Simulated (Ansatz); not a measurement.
Species: C$_{9}$H$_{9}$NSSi, SMILES `[SiH3]c1c(S)ccc2cccnc12` (C–C–S–H torsion 0°) (charge 0, multiplicity 1), formula C₉H₉NSSi.

How many basis functions does Ansatz (a quantum-chemistry and plane-wave program) with frozen-core CCSD(T)/cc-pVDZ // PBE-D3(BJ)/def2-SVP use, how many core orbitals are frozen, and how many electrons are correlated?

221 basis functions and 20 frozen orbitals, which leaves 60 correlated electrons. Core time is of the order of minutes.
